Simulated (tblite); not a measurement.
Species: C7H6NPS.
Atom-mapped SMILES: `[CH:1]#[C:2][c:3]1[n:4][c:5]([S:6][CH3:7])[cH:8][cH:9][p:10]1` (hydrogens: H11 on C1; H12, H13, H14 on C7; H15 on C8; H16 on C9)

Geometry (GFN2-xTB, Å), atoms numbered from 1 in this order:
```
atom  x, y, z in Å
C1    -2.5263   -2.5729    0.4465
C2    -1.9774   -1.5085    0.3437
C3    -1.3580   -0.2409    0.2266
N4    -0.0558   -0.2448    0.0098
C5     0.6442    0.8602   -0.1190
S6     2.3668    0.6664   -0.4034
C7     2.5022   -1.1398   -0.4015
C8     0.1332    2.1616   -0.0476
C9    -1.2003    2.3959    0.1713
P10   -2.4161    1.1622    0.3868
H11   -3.0033   -3.5035    0.5354
H12    3.5480   -1.3708   -0.5754
H13    1.8787   -1.5430   -1.1930
H14    2.1761   -1.5188    0.5617
H15    0.8245    2.9832   -0.1712
H16   -1.5442    3.4224    0.2181
```

Method: GFN2-xTB as coded in tblite; computed harmonic values from a numerical Hessian at the method's own geometry, unscaled. The method is semi-empirical: single wavenumbers can be off by several per cent or more. One conformer, not necessarily the lowest.

Harmonic wavenumbers (cm⁻¹): 59.0, 93.2, 94.5, 102.5, 132.8, 171.5, 287.2, 290.3, 315.9, 354.4, 422.9, 450.6, 510.1, 547.7, 604.8, 641.2, 658.2, 734.6, 738.9, 778.2, 802.9, 900.8, 903.2, 950.6, 957.1, 1078.4, 1145.4, 1167.0, 1310.2, 1324.4, 1344.3, 1427.0, 1434.9, 1454.1, 1511.4, 2232.7, 3031.9, 3043.0, 3048.0, 3063.2, 3069.1, 3388.7.

A = 1506, B = 779.1, C = 515.2 MHz; mass 166.996 u (most abundant isotopes); point group Cs, symmetry number 1.

Q: What is the zero-point energy?

A: Half the sum of the wavenumbers: 23288 cm⁻¹ = 278.59 kJ/mol.

Q: Give the ideal-gas entropy at 350 K and 1 bar in the rigid-rotor, harmonic-oscillator model (classical rotation).

A: Translation 176.02, rotation 130.25, vibration 155.63: S = 461.9 J/(mol K).

Q: And Cp and H(350 K) − H(0)?

A: Cp = 188.31 J/(mol K), of which vibrations give 155.05 (their classical limit is 42 R = 349.2); H(350 K) − H(0) = 40.22 kJ/mol without the zero-point energy, 28.58 from vibrations.

Q: What must be added to the electronic energy to get the Gibbs energy at 350 K and 1 bar?

A: ZPE + [H(350 K) − H(0)] − T·S = 278.59 + 40.22 − 161.66 = 157.15 kJ/mol.

Q: How do the functions run with temperature in this model?

A: 
```json
{"T (K)": "100", "S (J/(mol K))": "302.4", "Cp (J/(mol K))": "83.6", "H − H(0) (kJ/mol)": "5.68", "G − H(0) (kJ/mol)": "-24.57", "ln q(vib)": "1.72"}
{"T (K)": "200", "S (J/(mol K))": "374.2", "Cp (J/(mol K))": "128.4", "H − H(0) (kJ/mol)": "16.29", "G − H(0) (kJ/mol)": "-58.55", "ln q(vib)": "4.61"}
{"T (K)": "300", "S (J/(mol K))": "434.3", "Cp (J/(mol K))": "169.9", "H − H(0) (kJ/mol)": "31.25", "G − H(0) (kJ/mol)": "-99.04", "ln q(vib)": "7.49"}
{"T (K)": "500", "S (J/(mol K))": "536.9", "Cp (J/(mol K))": "232.3", "H − H(0) (kJ/mol)": "71.96", "G − H(0) (kJ/mol)": "-196.50", "ln q(vib)": "13.00"}
{"T (K)": "800", "S (J/(mol K))": "659.0", "Cp (J/(mol K))": "285.5", "H − H(0) (kJ/mol)": "150.48", "G − H(0) (kJ/mol)": "-376.68", "ln q(vib)": "20.49"}
{"T (K)": "1000", "S (J/(mol K))": "725.1", "Cp (J/(mol K))": "307.3", "H − H(0) (kJ/mol)": "209.87", "G − H(0) (kJ/mol)": "-515.26", "ln q(vib)": "24.94"}
```

q(vib) and H(0) count from the zero-point level.

Q: Blend soft modes into free rotors: weight 1/[1 + (100 cm⁻¹/ν̃)⁴] for the oscillator and the rest for a rotor with moment μB/(μ + B), μ = h/(8π²ν), B = 10⁻⁴⁴ kg m². What vibrational entropy results?

A: 145.07 J/(mol K) in place of 155.63, which changes −T·S at 350 K by +3.69 kJ/mol.

Hindered rotation and anharmonicity are outside this model. Other conformers, if any are populated, would add a mixing term that is left out.
